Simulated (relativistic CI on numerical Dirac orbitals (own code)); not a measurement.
Radial parameters of Pd²⁰⁺

Computed by Dirac-Coulomb-Breit CI, separate exchange-only KLI orbitals for each configuration, model QED (radiative potential, 1s self-energy scaled to tabulated hydrogen-like ionisation energies), unscaled Slater integrals (own radial code, finite nucleus).

Slater integrals F^k, G^k are unscaled and averaged over j, outside the closed core [Ne]; ζ comes from projecting the Hamiltonian with its Breit term on Σ l·s of the shell.

- 3s2.3p6.3d8: F^2(3d,3d) = 298610, F^4(3d,3d) = 191340, ζ(3d) = 18784 cm⁻¹; <r>(3d) = 0.3359, <r^2>(3d) = 0.1327 (bohr units).
- 3s2.3p5.3d9: ζ(3p) = 159840, F^2(3p,3d) = 271590, G^1(3p,3d) = 306880, G^3(3p,3d) = 199110, ζ(3d) = 18499 cm⁻¹; <r>(3p) = 0.3642, <r^2>(3p) = 0.1535, <r>(3d) = 0.3367, <r^2>(3d) = 0.1333 (bohr units).
- 3s2.3p4.3d10: F^2(3p,3p) = 272950, ζ(3p) = 159760 cm⁻¹; <r>(3p) = 0.3647, <r^2>(3p) = 0.1539 (bohr units).

Q: Give the Racah parameters of the d shell in 3s2.3p6.3d8.

A: B = F²/49 − 5F⁴/441 = 3925 cm⁻¹ and C = 35F⁴/441 = 15186 cm⁻¹.

Averages of the first 10 configurations, taken without configuration mixing, which lowers the lowest level and can move excited configurations by several eV; other configurations of the list can lie among them:

```csv
Configuration,Parity,States,Average energy above the lowest level (eV)
3s2.3p6.3d8,even,45,8.7
3s2.3p5.3d9,odd,60,207.9
3s2.3p4.3d10,even,15,411.0
3s.3p6.3d9,even,20,337.2
3p6.3d10,even,1,671.1
3s.3p5.3d10,odd,12,535.0
3s2.3p6.3d7.4s,even,240,381.2
3s2.3p6.3d7.4p,odd,720,425.3
3s2.3p6.3d7.4d,even,1200,491.1
3s2.3p6.3d7.4f,odd,1680,554.7
```
